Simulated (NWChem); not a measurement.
The numbers come from NWChem runs, not from measurements. System: C₃H₃N₂, charge 0, spin multiplicity 2, at a geometry optimised with UPBE0/def2-SVP. The structure started from a generated list of species. Its SCF solution wasn't tested for a lower state. Level: G0W0@UPBE0/def2-TZVP, RI basis def2-tzvp-rifit.

Job file:

```
start mol
memory heap 200 mb stack 700 mb global 1700 mb
geometry units angstroms nocenter noautoz
  C     -0.617162     1.036470     0.000000
  C     -1.162956    -0.221122     0.000000
  N     -0.053732    -1.042217     0.000000
  C      1.046354    -0.247518     0.000000
  N      0.708038     1.026813     0.000000
  H     -2.180685    -0.599369     0.000000
  H     -0.058177    -2.054902     0.000000
  H      2.061299    -0.644884     0.000000
  symmetry group Cs
end
basis spherical
  * library def2-tzvp
end
basis "ri basis" bse spherical
  * library def2-tzvp-rifit
end
dft
  xc pbe0
  odft
  mult 2
  iterations 100
  direct
  tolerances tight
end
task dft energy
gw
  method cdgw
  states alpha occ 4 vir 2
  states beta occ 4 vir 2
end
task dft gw
```

NWChem printed:

```
             Northwest Computational Chemistry Package (NWChem) 7.3.0
             --------------------------------------------------------

                                NWChem Input Module
                                -------------------

 Scaling coordinates for geometry "geometry" by  1.889725989
 (inverse scale =  0.529177249)

 Turning off AUTOSYM since
 SYMMETRY directive was detected!

                             Geometry "geometry" -> ""
                             -------------------------

 Output coordinates in angstroms (scale by  1.889725989 to convert to a.u.)

  No.       Tag          Charge          X              Y              Z
 ---- ---------------- ---------- -------------- -------------- --------------
    1 C                    6.0000    -0.61716200     1.03647000     0.00000000
    2 C                    6.0000    -1.16295600    -0.22112200     0.00000000
    3 N                    7.0000    -0.05373200    -1.04221700     0.00000000
    4 C                    6.0000     1.04635400    -0.24751800     0.00000000
    5 N                    7.0000     0.70803800     1.02681300     0.00000000
    6 H                    1.0000    -2.18068500    -0.59936900     0.00000000
    7 H                    1.0000    -0.05817700    -2.05490200     0.00000000
    8 H                    1.0000     2.06129900    -0.64488400     0.00000000

 Effective nuclear repulsion energy (a.u.)     155.4760662660

            Nuclear Dipole moment (a.u.)
            ----------------------------
        X                 Y               Z
 ---------------- ---------------- ----------------
    -0.0000094486    -0.0000056692     0.0000000000

      Symmetry information
      --------------------

 Group name             Cs
 Group number              2
 Group order               2
 No. of unique centers     8

      Symmetry unique atoms

     1    2    3    4    5    6    7    8


 Summary of "ao basis" -> "" (spherical)
 ------------------------------------------------------------------------------
       Tag                 Description            Shells   Functions and Types
 ---------------- ------------------------------  ------  ---------------------
 *                         def2-tzvp                  on all atoms

 new library libraries.bse/

 Summary of "ri basis" -> "" (spherical)
 ------------------------------------------------------------------------------
       Tag                 Description            Shells   Functions and Types
 ---------------- ------------------------------  ------  ---------------------
 *                      def2-tzvp-rifit               on all atoms

                                 NWChem DFT Module
                                 -----------------

 Summary of "ao basis" -> "ao basis" (spherical)
 ------------------------------------------------------------------------------
       Tag                 Description            Shells   Functions and Types
 ---------------- ------------------------------  ------  ---------------------
 C                         def2-tzvp                11       31   5s3p2d1f
 N                         def2-tzvp                11       31   5s3p2d1f
 H                         def2-tzvp                 4        6   3s1p

 Summary of "ao basis" -> "ao basis" (spherical)
 ------------------------------------------------------------------------------
       Tag                 Description            Shells   Functions and Types
 ---------------- ------------------------------  ------  ---------------------
 C                         def2-tzvp                11       31   5s3p2d1f
 N                         def2-tzvp                11       31   5s3p2d1f
 H                         def2-tzvp                 4        6   3s1p

      Symmetry analysis of basis
      --------------------------

        a'        120
        a"         53

            General Information
            -------------------
          SCF calculation type: DFT
          Wavefunction type:  spin polarized.
          No. of atoms     :     8
          No. of electrons :    35
           Alpha electrons :    18
            Beta electrons :    17
          Charge           :     0
          Spin multiplicity:     2
          Use of symmetry is: on ; symmetry adaption is: on
          Maximum number of iterations: 100
          This is a Direct SCF calculation.
          AO basis - number of functions:   173
                     number of shells:    67
          Convergence on energy requested:  1.00D-06
          Convergence on density requested:  1.00D-05
          Convergence on gradient requested:  5.00D-04

              XC Information
              --------------
                         PBE0 Method XC Functional
                     Hartree-Fock (Exact) Exchange  0.250
          PerdewBurkeErnzerhof Exchange Functional  0.750
            Perdew 1991 LDA Correlation Functional  1.000 local
           PerdewBurkeErnz. Correlation Functional  1.000 non-local

             Grid Information
             ----------------
          Grid used for XC integration:  medium
          Radial quadrature: Mura-Knowles
          Angular quadrature: Lebedev.
          Tag              B.-S. Rad. Rad. Pts. Rad. Cut. Ang. Pts.
          ---              ---------- --------- --------- ---------
          C                   0.70       49          10.0       434
          N                   0.65       49          10.0       434
          H                   0.35       45          11.0       434
          Grid pruning is: on
          Number of quadrature shells:   380
          Spatial weights used:  Erf1
[...]
    98      0.275751  4 C  s                129     -0.265250  5 N  s
    13      0.248158  1 C  py                10      0.241708  1 C  py
    35     -0.206454  2 C  s                  4      0.183256  1 C  s
    12     -0.179007  1 C  px                97      0.173088  4 C  s

 Vector   19  Occ=0.000000D+00  E= 1.399936D-02  Symmetry=a"
              MO Center=  2.8D-01, -2.1D-01,  4.4D-15, r^2= 2.9D+00
   Bfn.  Coefficient  Atom+Function         Bfn.  Coefficient  Atom+Function
  ----- ------------  ---------------      ----- ------------  ---------------
   107      0.555446  4 C  pz                76     -0.494135  3 N  pz
    45      0.415062  2 C  pz               104      0.312298  4 C  pz
   101      0.293189  4 C  pz               138     -0.282657  5 N  pz
    70     -0.258097  3 N  pz                73     -0.217525  3 N  pz
    42      0.211062  2 C  pz                39      0.202876  2 C  pz

 Vector   20  Occ=0.000000D+00  E= 3.188800D-02  Symmetry=a'
              MO Center= -1.5D-01, -2.3D+00, -3.6D-15, r^2= 3.9D+00
   Bfn.  Coefficient  Atom+Function         Bfn.  Coefficient  Atom+Function
  ----- ------------  ---------------      ----- ------------  ---------------
   164      1.915634  7 H  s                 67     -1.624579  3 N  s
    75      0.712872  3 N  py               170      0.616016  8 H  s
    36     -0.572906  2 C  s                  5      0.531134  1 C  s
   158      0.528850  6 H  s                105     -0.479336  4 C  px
   129     -0.477027  5 N  s                 44     -0.247512  2 C  py

   alpha - beta orbital overlaps
   -----------------------------

   alpha      1      2      3      4      5      6      7      8      9     10
    beta      1      2      3      5      4      6      7      8      9     10
 overlap   1.000  1.000  1.000  0.978  0.978  1.000  0.999  0.997  0.996  0.952

   alpha     11     12     13     14     15     16     17     18     19     20
    beta     11     13     12     14     16     15     18     17     19     20
 overlap   0.948  0.967  0.999  0.967  0.921  0.994  0.906  0.993  0.997  0.997

   alpha     21     22     23     24     25     26     27     28     29     30
    beta     21     22     23     24     25     26     28     27     29     30
 overlap   0.995  0.993  0.993  0.995  0.975  0.944  0.971  0.999  0.897  0.985

   alpha     31     32     33     34     35     36     37     38     39     40
    beta     31     32     33     34     35     36     37     38     39     40
 overlap   0.997  0.922  0.943  0.995  0.997  0.986  0.988  0.997  0.999  0.993

   alpha     41     42     43     44     45     46     47     48     49     50
    beta     41     42     43     44     45     46     47     48     49     50
 overlap   0.980  0.999  0.966  0.968  0.986  0.998  0.873  0.881  0.994  0.996

   alpha     51     52     53     54     55     56     57     58     59     60
    beta     51     52     53     54     55     56     57     58     59     60
 overlap   0.999  0.996  0.999  0.996  0.992  0.987  0.991  0.976  0.983  0.991

   alpha     61     62     63     64     65     66     67     68     69     70
    beta     61     63     62     64     65     66     67     69     68     71
 overlap   0.987  0.978  0.999  0.983  0.969  1.000  0.959  0.938  0.980  0.906

   alpha     71     72     73     74     75     76     77     78     79     80
    beta     70     72     73     74     75     76     77     78     79     80
 overlap   0.979  0.940  0.943  0.995  0.998  0.991  0.987  0.999  0.992  0.998

   alpha     81     82     83     84     85     86     87     88     89     90
    beta     81     82     83     84     85     86     87     88     89     90
 overlap   0.999  0.999  0.999  0.999  0.999  1.000  1.000  0.999  0.998  1.000

   alpha     91     92     93     94     95     96     97     98     99    100
    beta     91     92     93     94     95     96     97     98     99    100
 overlap   0.996  0.999  1.000  0.999  1.000  0.999  0.998  0.997  0.996  0.997

   alpha    101    102    103    104    105    106    107    108    109    110
    beta    101    102    103    104    105    106    107    108    109    110
 overlap   0.999  1.000  0.997  0.988  0.979  0.997  0.994  0.999  0.997  0.997

   alpha    111    112    113    114    115    116    117    118    119    120
    beta    111    112    113    114    116    115    117    118    119    120
 overlap   0.977  0.992  0.993  0.975  0.987  0.999  0.992  0.986  0.996  0.971

   alpha    121    122    123    124    125    126    127    128    129    130
    beta    121    122    123    124    125    126    127    128    130    129
 overlap   0.989  0.974  0.989  0.987  0.977  0.979  0.981  0.993  0.982  1.000

   alpha    131    132    133    134    135    136    137    138    139    140
    beta    131    132    133    134    135    136    137    138    139    140
 overlap   0.996  0.981  0.966  0.989  0.987  0.993  0.998  0.997  1.000  0.996

   alpha    141    142    143    144    145    146    147    148    149    150
    beta    141    142    143    144    145    146    147    148    149    150
 overlap   1.000  1.000  0.997  0.997  1.000  1.000  1.000  1.000  1.000  1.000

   alpha    151    152    153    154    155    156    157    158    159    160
    beta    151    152    153    154    155    156    157    158    159    160
 overlap   1.000  1.000  1.000  1.000  1.000  0.992  0.993  1.000  0.999  0.999

   alpha    161    162    163    164    165    166    167    168    169    170
    beta    161    162    163    164    165    166    167    168    169    170
 overlap   0.999  1.000  1.000  1.000  1.000  1.000  0.997  0.997  1.000  1.000

   alpha    171    172    173
    beta    171    172    173
 overlap   1.000  1.000  1.000

     --------------------------
     Expectation value of S2:
     --------------------------
      <S2> =      0.7588 (Exact =     0.7500)

 center of mass
 --------------
 x =   0.00502311 y =   0.09228180 z =   0.00000000

 moments of inertia (a.u.)
 ------------------
         175.212816224058         -11.984480144623           0.000000000000
         -11.984480144623         178.827121600888           0.000000000000
           0.000000000000           0.000000000000         354.039937824946

     Multipole analysis of the density
     ---------------------------------

     L   x y z        total         alpha         beta         nuclear
     -   - - -        -----         -----         ----         -------
     0   0 0 0     -0.000000    -18.000000    -17.000000     35.000000

     1   1 0 0     -0.177858      0.508406     -0.686254     -0.000009
     1   0 1 0     -1.686204     -2.127539      0.441341     -0.000006
     1   0 0 1     -0.000000     -0.000000     -0.000000      0.000000

     2   2 0 0    -19.387911    -63.992236    -60.765046    105.369372
     2   1 1 0     -1.040874     -1.666673     -5.550030      6.175828
     2   1 0 1      0.000000      0.000000      0.000000      0.000000
     2   0 2 0    -19.916066    -62.323144    -54.326806     96.733884
     2   0 1 1      0.000000      0.000000      0.000000      0.000000
     2   0 0 2    -23.077557    -11.866658    -11.210898      0.000000

 Task  times  cpu:       56.0s     wall:       56.0s

                                NWChem Input Module
                                -------------------

                                 NWChem GW Module
                                 ----------------

                             ***********************
                             ***        GW       ***
                             ***********************

 Summary of "ri basis" -> "ri basis" (spherical)
 ------------------------------------------------------------------------------
       Tag                 Description            Shells   Functions and Types
 ---------------- ------------------------------  ------  ---------------------
 C                      def2-tzvp-rifit             22       76   8s6p4d3f1g
 N                      def2-tzvp-rifit             22       76   8s6p4d3f1g
 H                      def2-tzvp-rifit              7       15   4s2p1d

                 Memory Information
                 ------------------
          Available GA per process is          1699.5 MBs
          Available stack per process is        700.0 MBs
          Available heap per process is           0.0 MBs

          Peak memory in Initialization
              Peak GA per process is                 23.7 MBs
              Peak stack per process is               0.4 MBs
              Peak heap per process is               23.9 MBs
              Memory not in MA per process            0.0 MBs

          Peak memory in CDGW Calculation
              Peak GA per process is                 26.3 MBs
              Peak stack per process is               2.8 MBs
              Peak heap per process is                4.8 MBs
              Memory not in MA per process            0.0 MBs

          Computing 2-center integrals
          Computing Inverse Cholesky factor
          Computing 3-center integrals
          Computing Vxc

          Computing Sigma_x
          Computing W(iw) on the imaginary grid
          Solving quasiparticle equations

                  Alpha Orbitals
          State     Energy (eV)     Error (eV)
          -----------------------------------
@GW        15        -11.080           0.004
@GW        16        -10.586           0.002
@GW        17         -9.290           0.005
@GW        18         -8.920           0.002
@GW        19          2.476           0.002
@GW        20          2.468           0.003

                   Beta Orbitals
          State     Energy (eV)     Error (eV)
          -----------------------------------
@GW        14        -14.859           0.004
@GW        15        -10.460           0.004
@GW        16        -10.352           0.002
@GW        17         -8.713           0.002
@GW        18         -0.365           0.005
@GW        19          2.514           0.002

     GW Timing Statistics
   ------------------------
   Init.   :          0.1s
     ERIs  :          1.9s
     Distr.:          0.0s
     Vxc   :          4.4s
   Vmo     :          0.0s
   iW      :          4.9s
   I_n     :          0.0s
   R_n     :          0.8s
   GW total:         12.1s

 Task  times  cpu:       12.1s     wall:       12.1s

 Total times  cpu:       68.1s     wall:       68.1s
```
